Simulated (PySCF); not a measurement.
Hydrogen telluride, H₂Te, SMILES [TeH2], CAM-B3LYP/def2-SVP optimised geometry.

```
3

Te    -0.82    -0.83     0.00
H      0.84    -0.83     0.00
H     -0.84     0.83     0.00
```

Density from CAM-B3LYP/def2-TZVP, def2 effective core potentials past Kr (PySCF) at that geometry. The core electrons that the potentials of Te replace are not part of the density.

Minimum of the electron density along straight lines between bonded atoms, close to the bond critical point (lines longer than 1.1 times the sum of covalent radii, or with two minima, are not listed):

| bond | length / Å | ρ at the minimum / e bohr⁻³ | ∇²ρ there / e bohr⁻⁵ | position (fraction from the first atom) |
|---|---|---|---|---|
| Te1–H2 | 1.661 | 0.136 | -0.05 | 0.63 |
| Te1–H3 | 1.661 | 0.136 | -0.05 | 0.63 |
